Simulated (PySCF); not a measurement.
**Atomic charges against the basis set**

Compound: C₃H₁₀BP.
Cartesian coordinates in Å at the PBE0-D3(BJ)/def2-SVP level; atoms count from 1:
```
atom  x, y, z in Å
C1    -1.8048    0.8460   -0.0011
C2    -0.7983   -0.2146   -0.4252
B3     0.7447    0.0683   -0.2851
C4     1.7649   -1.1154   -0.4719
P5     1.3867    1.7504    0.3458
H6    -1.6804    1.1186    1.0593
H7    -2.8441    0.5070   -0.1317
H8    -1.6893    1.7712   -0.5873
H9    -1.0027   -1.1756    0.0856
H10   -0.9342   -0.4672   -1.4974
H11    1.4172   -1.8539   -1.2123
H12    2.7948   -0.8173   -0.7168
H13    1.8096   -1.6539    0.4943
H14    2.5520    1.9116   -0.4530
H15    0.5473    2.6675   -0.3436
```

PBE0 throughout (PySCF), one geometry, spherical d and f functions. One conformer (not necessarily the lowest) at the PBE0-D3(BJ)/def2-SVP geometry, without solvent, vibrations or thermal averaging. Atoms taken as equivalent share a column and are averaged. The first 7 of 9 kinds of atom are listed.

Mulliken charges (e):

```csv
basis,functions,C1,C2,B3,C4,P5,H6/H7/H8,H9/H10
STO-3G,39,-0.233,-0.242,+0.152,-0.337,+0.202,+0.073,+0.076
6-31G,69,-0.505,-0.496,+0.319,-0.702,-0.031,+0.167,+0.176
pcSseg-0,69,-0.638,-0.860,+0.621,-1.003,-0.245,+0.231,+0.255
6-31G*,94,-0.537,-0.453,+0.303,-0.692,-0.159,+0.176,+0.180
cc-pVDZ,124,-0.088,-0.132,-0.034,-0.129,-0.075,+0.044,+0.051
def2-SVP,124,-0.072,-0.143,-0.075,-0.134,-0.032,+0.041,+0.062
"6-311+G(2d,p)",203,-0.667,-0.216,+0.212,-0.658,-0.029,+0.151,+0.153
aug-cc-pVDZ,209,+0.427,+0.639,+0.306,+0.560,-1.033,-0.187,-0.215
def2-TZVP,221,-0.375,-0.260,+0.119,-0.433,-0.235,+0.126,+0.124
IGLO-III,284,-0.366,-0.340,+0.231,-0.504,+0.141,+0.120,+0.125
cc-pVTZ,294,-0.319,-0.199,+0.111,-0.361,-0.128,+0.104,+0.096
pcSseg-2,327,-0.095,-0.151,+0.154,-0.182,-0.004,+0.039,+0.036
```

IAO charges (e):

| basis | functions | C1 | C2 | B3 | C4 | P5 | H6/H7/H8 | H9/H10 |
| --- | --- | --- | --- | --- | --- | --- | --- | --- |
| STO-3G | 39 | -0.389 | -0.378 | +0.082 | -0.517 | +0.204 | +0.128 | +0.141 |
| 6-31G | 69 | -0.425 | -0.394 | +0.129 | -0.573 | +0.011 | +0.141 | +0.157 |
| pcSseg-0 | 69 | -0.416 | -0.398 | +0.112 | -0.563 | +0.004 | +0.139 | +0.159 |
| 6-31G* | 94 | -0.404 | -0.384 | +0.127 | -0.555 | +0.067 | +0.134 | +0.150 |
| cc-pVDZ | 124 | -0.404 | -0.384 | +0.124 | -0.556 | +0.061 | +0.134 | +0.150 |
| def2-SVP | 124 | -0.394 | -0.380 | +0.117 | -0.546 | +0.074 | +0.130 | +0.148 |
| 6-311+G(2d,p) | 203 | -0.418 | -0.395 | +0.123 | -0.572 | +0.070 | +0.139 | +0.155 |
| aug-cc-pVDZ | 209 | -0.415 | -0.393 | +0.128 | -0.570 | +0.051 | +0.138 | +0.154 |
| def2-TZVP | 221 | -0.417 | -0.395 | +0.123 | -0.572 | +0.073 | +0.139 | +0.155 |
| IGLO-III | 284 | -0.419 | -0.396 | +0.122 | -0.574 | +0.075 | +0.139 | +0.155 |
| cc-pVTZ | 294 | -0.418 | -0.396 | +0.125 | -0.573 | +0.063 | +0.139 | +0.155 |
| pcSseg-2 | 327 | -0.418 | -0.396 | +0.124 | -0.573 | +0.071 | +0.139 | +0.155 |

Hirshfeld charges (e):

```json
{"basis": "STO-3G", "functions": "39", "C1": "-0.044", "C2": "-0.081", "B3": "+0.109", "C4": "-0.115", "P5": "+0.086", "H6/H7/H8": "+0.010", "H9/H10": "+0.016"}
{"basis": "6-31G", "functions": "69", "C1": "-0.101", "C2": "-0.119", "B3": "+0.127", "C4": "-0.172", "P5": "-0.031", "H6/H7/H8": "+0.032", "H9/H10": "+0.041"}
{"basis": "pcSseg-0", "functions": "69", "C1": "-0.105", "C2": "-0.126", "B3": "+0.125", "C4": "-0.183", "P5": "+0.002", "H6/H7/H8": "+0.030", "H9/H10": "+0.040"}
{"basis": "6-31G*", "functions": "94", "C1": "-0.101", "C2": "-0.119", "B3": "+0.128", "C4": "-0.171", "P5": "-0.033", "H6/H7/H8": "+0.033", "H9/H10": "+0.041"}
{"basis": "cc-pVDZ", "functions": "124", "C1": "-0.111", "C2": "-0.132", "B3": "+0.129", "C4": "-0.186", "P5": "-0.002", "H6/H7/H8": "+0.034", "H9/H10": "+0.043"}
{"basis": "def2-SVP", "functions": "124", "C1": "-0.115", "C2": "-0.137", "B3": "+0.131", "C4": "-0.192", "P5": "+0.006", "H6/H7/H8": "+0.034", "H9/H10": "+0.044"}
{"basis": "6-311+G(2d,p)", "functions": "203", "C1": "-0.119", "C2": "-0.142", "B3": "+0.127", "C4": "-0.192", "P5": "+0.008", "H6/H7/H8": "+0.037", "H9/H10": "+0.046"}
{"basis": "aug-cc-pVDZ", "functions": "209", "C1": "-0.127", "C2": "-0.146", "B3": "+0.134", "C4": "-0.201", "P5": "+0.007", "H6/H7/H8": "+0.038", "H9/H10": "+0.048"}
{"basis": "def2-TZVP", "functions": "221", "C1": "-0.122", "C2": "-0.141", "B3": "+0.132", "C4": "-0.195", "P5": "+0.002", "H6/H7/H8": "+0.037", "H9/H10": "+0.046"}
{"basis": "IGLO-III", "functions": "284", "C1": "-0.128", "C2": "-0.147", "B3": "+0.135", "C4": "-0.202", "P5": "+0.014", "H6/H7/H8": "+0.037", "H9/H10": "+0.047"}
{"basis": "cc-pVTZ", "functions": "294", "C1": "-0.122", "C2": "-0.141", "B3": "+0.134", "C4": "-0.196", "P5": "0.000", "H6/H7/H8": "+0.037", "H9/H10": "+0.046"}
{"basis": "pcSseg-2", "functions": "327", "C1": "-0.127", "C2": "-0.145", "B3": "+0.135", "C4": "-0.201", "P5": "+0.005", "H6/H7/H8": "+0.039", "H9/H10": "+0.047"}
```

ESP-fitted charges (e):

```tsv
basis	functions	C1	C2	B3	C4	P5	H6/H7/H8	H9/H10
STO-3G	39	-0.318	-0.114	+0.373	-0.517	-0.254	+0.082	+0.044
6-31G	69	-0.323	-0.110	+0.356	-0.507	-0.490	+0.092	+0.062
pcSseg-0	69	-0.414	-0.146	+0.495	-0.703	-0.532	+0.114	+0.070
6-31G*	94	-0.375	-0.074	+0.351	-0.551	-0.411	+0.103	+0.055
cc-pVDZ	124	-0.353	-0.023	+0.281	-0.483	-0.344	+0.094	+0.041
def2-SVP	124	-0.331	-0.025	+0.290	-0.489	-0.358	+0.088	+0.039
6-311+G(2d,p)	203	-0.410	-0.030	+0.345	-0.616	-0.339	+0.109	+0.046
aug-cc-pVDZ	209	-0.383	-0.044	+0.358	-0.602	-0.340	+0.102	+0.046
def2-TZVP	221	-0.406	-0.025	+0.349	-0.615	-0.335	+0.107	+0.043
IGLO-III	284	-0.391	-0.035	+0.330	-0.592	-0.321	+0.104	+0.046
cc-pVTZ	294	-0.391	-0.036	+0.341	-0.588	-0.333	+0.104	+0.045
pcSseg-2	327	-0.394	-0.036	+0.359	-0.602	-0.352	+0.105	+0.044
```

Some averages cover members that differ in this geometry, most widely: H9/H10, Mulliken in aug-cc-pVDZ -0.253 to -0.177; H6/H7/H8, ESP-fitted in 6-31G +0.078 to +0.113; H6/H7/H8, ESP-fitted in pcSseg-0 +0.101 to +0.130; H6/H7/H8, ESP-fitted in 6-31G* +0.093 to +0.122 e.

Task: Which scheme is steadiest as the basis changes?

Result: Largest range over the bases for any column: Hirshfeld 0.12 e, IAO 0.20 e, ESP-fitted 0.28 e, Mulliken 1.56 e. Hirshfeld charges move least and Mulliken charges most, counted in e. Without the minimal STO-3G basis the ranges are Hirshfeld 0.05, IAO 0.07, ESP-fitted 0.22, Mulliken 1.56 e.

Task: How much do the charges still move between the two largest bases, cc-pVTZ and pcSseg-2?

Result: At most, over all atoms: Mulliken 0.224 e, IAO 0.008 e, Hirshfeld 0.005 e, ESP-fitted 0.019 e.

Task: What do the same runs give for the total energy, the frontier levels and the dipole moment?

Result: 
| basis | energy (Eh) | HOMO (eV) | LUMO (eV) | μ (D) |
| --- | --- | --- | --- | --- |
| STO-3G | -480.6782 | -4.19 | 2.48 | 0.64 |
| 6-31G | -486.1467 | -6.85 | -0.53 | 1.63 |
| pcSseg-0 | -485.5043 | -7.07 | -0.85 | 1.64 |
| 6-31G* | -486.2033 | -6.88 | -0.60 | 1.42 |
| cc-pVDZ | -486.2356 | -6.92 | -0.72 | 1.20 |
| def2-SVP | -486.0217 | -6.95 | -0.76 | 1.21 |
| 6-311+G(2d,p) | -486.2799 | -7.05 | -0.89 | 1.16 |
| aug-cc-pVDZ | -486.2453 | -7.03 | -0.87 | 1.17 |
| def2-TZVP | -486.2900 | -7.03 | -0.87 | 1.16 |
| IGLO-III | -486.2964 | -7.02 | -0.86 | 1.07 |
| cc-pVTZ | -486.2926 | -7.02 | -0.85 | 1.16 |
| pcSseg-2 | -486.2993 | -7.05 | -0.89 | 1.20 |

The dipole is fixed by the density alone, so its range of 1.00 D shows that the density itself changes with the basis, not only its division among atoms.
